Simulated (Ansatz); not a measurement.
CH3Cl3NTa (`C[N]=[Ta]([Cl])([Cl])[Cl]`), one more setting.

```yaml
crystal:
  periodic: [false, false, false]
  atoms:
    - {symbol: C, position_ang: [0.269575, -1.312976, 0.977607]}
    - {symbol: N, position_ang: [0.045979, -0.193153, 0.139524]}
    - {symbol: Ta, position_ang: [-0.227275, 1.186467, -0.893920]}
    - {symbol: Cl, position_ang: [-2.116235, 0.731553, -2.117991]}
    - {symbol: Cl, position_ang: [1.632640, 1.393350, -2.224651]}
    - {symbol: Cl, position_ang: [-0.507233, 3.000593, 0.485994]}
    - {symbol: H, position_ang: [-0.599410, -1.978402, 0.971079]}
    - {symbol: H, position_ang: [1.140663, -1.881185, 0.636516]}
    - {symbol: H, position_ang: [0.449796, -0.992548, 2.008542]}
basis:
  gaussian: {orbitals: def2-mTZVP}
total_charge: 1
magnetization: {spin_polarized: true, initial_magnetization: 1}
hamiltonian: {xc: {name: revPBE0}, dispersion: d4}
output: {forces: true}
```

```sh
$ ansatz run in.yaml --threads 4 --pin off --events-out ev --progress --plain --max-ram 11315MiB
```

Output, abridged:

```
Functional definition: revPBE0
1429 factors; integrals over basis functions are off by at most 1.1e-3 eV
mean field evaluation 1: about -41666.2559 eV, gradient 6.5e1 eV
mean field evaluation 2: about -41417.1148 eV, gradient 2.1e2 eV
mean field evaluation 4: about -41681.2125 eV, gradient 3.3e1 eV
mean field evaluation 8: about -41686.5584 eV, gradient 8.8e-1 eV
mean field evaluation 16: about -41686.6109 eV, gradient 9.5e-3 eV
mean field evaluation 32: about -41686.6114 eV, gradient 2.2e-3 eV
mean field evaluation 64: about -41686.6112 eV, gradient 2.4e-4 eV
mean field evaluation 96: about -41686.6115 eV, gradient 1.5e-9 eV
mean field -41686.61154551 eV, -1531.9547180974 hartree, gradient 3.5e-9 eV, S^2 0.760826; 4 other end points of the search recorded, 0 dependent functions left out
reference -41686.61158884 eV, -1531.9547196896 hartree; 40, 39 occupied and 109, 110 virtual orbitals, 1429 factors
Total energy: -41687.21641395 eV, -1531.9769466026 hartree
Atom 0 at     0.269575    -1.312976     0.977607 Å, force    -0.420929    -0.218589    -1.003719 eV/Å
Atom 1 at     0.045979    -0.193153     0.139524 Å, force     0.880421    -4.065806     3.393030 eV/Å
Atom 2 at    -0.227275     1.186467    -0.893920 Å, force    -0.923315     4.613775    -3.214049 eV/Å
Atom 3 at    -2.116235     0.731553    -2.117991 Å, force     0.714501     0.044870     0.387828 eV/Å
Atom 4 at     1.632640     1.393350    -2.224651 Å, force    -0.648754    -0.167944     0.415481 eV/Å
Atom 5 at    -0.507233     3.000593     0.485994 Å, force     0.150124    -0.820746    -0.426356 eV/Å
Atom 6 at    -0.599410    -1.978402     0.971079 Å, force    -0.135789     0.157304     0.140405 eV/Å
Atom 7 at     1.140663    -1.881185     0.636516 Å, force     0.273426     0.198458     0.086123 eV/Å
Atom 8 at     0.449796    -0.992548     2.008542 Å, force     0.110313     0.258679     0.221256 eV/Å
Dipole moment:     0.142497    -0.750538     0.742109 e Å
```

Run time 100 s (4 threads of an Arm Neoverse V2 on a shared host); peak host memory 0.74 GiB.
